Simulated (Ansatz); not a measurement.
Geometry optimisation, DFT PBEsol, scalar-relativistic, plane waves, PAW (Ansatz 0.2.0).

Input:

```yaml
crystal:
  lattice:
    - [0.0, 5.43, 5.43]
    - [5.43, 0.0, 5.43]
    - [5.43, 5.43, 0.0]
  atoms:
    - { symbol: Si, position: [0.0, 0.0, 0.0] }
    - { symbol: Si, position: [0.125, 0.125, 0.125] }
    - { symbol: Si, position: [0.0, 0.0, 0.5] }
    - { symbol: Si, position: [0.125, 0.125, 0.625] }
    - { symbol: Si, position: [0.0, 0.5, 0.0] }
    - { symbol: Si, position: [0.125, 0.625, 0.125] }
    - { symbol: Si, position: [0.0, 0.5, 0.5] }
    - { symbol: Si, position: [0.125, 0.625, 0.625] }
    - { symbol: Si, position: [0.5, 0.0, 0.0] }
    - { symbol: Si, position: [0.625, 0.125, 0.125] }
    - { symbol: Si, position: [0.5, 0.0, 0.5] }
    - { symbol: Si, position: [0.625, 0.125, 0.625] }
    - { symbol: Si, position: [0.5, 0.5, 0.0] }
    - { symbol: Si, position: [0.625, 0.625, 0.125] }
    - { symbol: Si, position: [0.5, 0.5, 0.5] }
    - { symbol: Si, position: [0.625, 0.625, 0.625] }
    - { symbol: Ti, position: [0.2578126, 0.2447874, 0.7551114] }
basis:
  ecutwfc: 420.0
kpoints:
  mp_grid: { grid: [2, 2, 2] }
hamiltonian:
  xc: pbesol
  pseudopotentials: { kind: paw, azcp: { folder: soft_1 } }
scf:
  occupations: { method: gaussian, width: 0.05 }
  lower_state_search: "off"
relax:
  f_tol: 0.03
  max_steps: 60
  adjacent_minimum: "off"
```

Command:

```bash
$ ansatz run input.yaml --threads 1 --pin off --max-ram 3072MiB --backend cpu --events-out ev --progress --plain --runs-dir out
```

Task: Where does it end, and by what steps?

Result: The run converged. Limits of this set-up: coarse k mesh, PAW files made for another functional, a small cell, in which the defect meets its images. After 3 steps the energy has fallen by 0.389 eV; Si2 moved furthest, 0.08 Å.

| step | energy less start (eV) | largest force component (eV/Å) | accepted |
| --- | --- | --- | --- |
| 0 | 0.0000 | 1.270 | yes |
| 1 | -0.3632 | 0.367 | yes |
| 2 | -0.3873 | 0.062 | yes |
| 3 | -0.3892 | 0.002 | yes |

```xyz
17
Lattice="0.0000 5.4300 5.4300 5.4300 0.0000 5.4300 5.4300 5.4300 0.0000" Properties=species:S:1:pos:R:3
Si -0.001 0.005 -0.032
Si 1.401 1.404 1.315
Si 2.716 2.718 0.001
Si 4.029 4.034 1.315
Si 2.748 0.004 2.717
Si 4.055 1.379 4.091
Si 5.430 2.686 2.716
Si 6.831 4.033 4.117
Si 0.000 2.751 2.715
Si 1.373 4.061 4.089
Si 2.682 5.434 2.715
Si 4.030 6.833 4.116
Si 2.714 2.721 5.431
Si 4.056 4.061 6.772
Si 5.431 5.434 5.464
Si 6.804 6.809 6.772
Ti 5.430 5.433 2.716
```

Run time: 27 s on 1 thread of Arm Neoverse V2, with other jobs on the host, peak memory 0.55 GiB.
